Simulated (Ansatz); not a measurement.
The cluster Cs3H3⁺ (the lowest doublet isomer of a short search), 6 atoms. Hardware: 4 threads of Arm Neoverse N1 on a shared host.

In the def2 sets Cs takes a core potential; there is no spin–orbit coupling. Correlated methods freeze no core orbitals; core or outer-core shells of Cs are correlated, in sets that lack core-valence functions.

Task: How many basis functions does each of these Ansatz runs have, and roughly what does it cost? LC-ωPBE (ω = 0.30 bohr⁻¹)/def2-TZVP, charge 0 singlet at the geometry of the charge 1 doublet, energy, from earlier orbitals; PBE0-D4/def2-SVP, charge 1 doublet, energy, from earlier orbitals; MP2/def2-TZVP, charge 1 doublet, energy, from earlier orbitals; PBE0-D4/def2-TZVP, charge 1 doublet, energy, from earlier orbitals; LC-ωPBE (ω = 0.20 bohr⁻¹)/def2-TZVP, charge 0 singlet at the geometry of the charge 1 doublet, energy, from earlier orbitals; LC-ωPBE (ω = 0.30 bohr⁻¹)/def2-TZVP, charge 1 doublet, energy, from earlier orbitals; LC-ωPBE (ω = 0.20 bohr⁻¹)/def2-TZVP, charge 1 doublet, energy, from earlier orbitals; PBE-D4/def2-SVP, charge 1 doublet, energy, from earlier orbitals; PBE-D4/def2-TZVP, charge 1 doublet, energy, from earlier orbitals; LC-ωPBE (ω = 0.10 bohr⁻¹)/def2-TZVP, charge 0 singlet at the geometry of the charge 1 doublet, energy, from earlier orbitals; PBE-QIDH/def2-TZVP, charge 1 doublet, energy, from earlier orbitals; HSE06-D4/def2-TZVP, charge 1 doublet, energy, from earlier orbitals.

Result: Other jobs shared the machine, so times can vary by a factor of up to 3. A dash marks memory too small to be measured apart from the calling script's.

| run | functions | fitting or Cholesky vectors | wall time | peak host memory (GiB) |
| --- | --- | --- | --- | --- |
| MP2/def2-TZVP, charge 1 doublet, energy, from earlier orbitals | 105 | 974 | 1 s | – |
| LC-ωPBE (ω = 0.30 bohr⁻¹)/def2-TZVP, charge 0 singlet at the geometry of the charge 1 doublet, energy, from earlier orbitals | 105 | 1086 | 2.9 s | – |
| LC-ωPBE (ω = 0.20 bohr⁻¹)/def2-TZVP, charge 0 singlet at the geometry of the charge 1 doublet, energy, from earlier orbitals | 105 | 1086 | 2.9 s | – |
| PBE0-D4/def2-SVP, charge 1 doublet, energy, from earlier orbitals | 87 | 936 | 3.7 s | – |
| PBE-D4/def2-SVP, charge 1 doublet, energy, from earlier orbitals | 87 | 936 | 3.7 s | – |
| PBE-D4/def2-TZVP, charge 1 doublet, energy, from earlier orbitals | 105 | 1086 | 4.3 s | – |
| LC-ωPBE (ω = 0.20 bohr⁻¹)/def2-TZVP, charge 1 doublet, energy, from earlier orbitals | 105 | 1086 | 4.5 s | – |
| LC-ωPBE (ω = 0.10 bohr⁻¹)/def2-TZVP, charge 0 singlet at the geometry of the charge 1 doublet, energy, from earlier orbitals | 105 | 1086 | 4.5 s | – |
| LC-ωPBE (ω = 0.30 bohr⁻¹)/def2-TZVP, charge 1 doublet, energy, from earlier orbitals | 105 | 1086 | 4.6 s | – |
| HSE06-D4/def2-TZVP, charge 1 doublet, energy, from earlier orbitals | 105 | 1086 | 5 s | – |
| PBE0-D4/def2-TZVP, charge 1 doublet, energy, from earlier orbitals | 105 | 1086 | 5.5 s | – |
| PBE-QIDH/def2-TZVP, charge 1 doublet, energy, from earlier orbitals | 105 | 974 | 6.5 s | – |
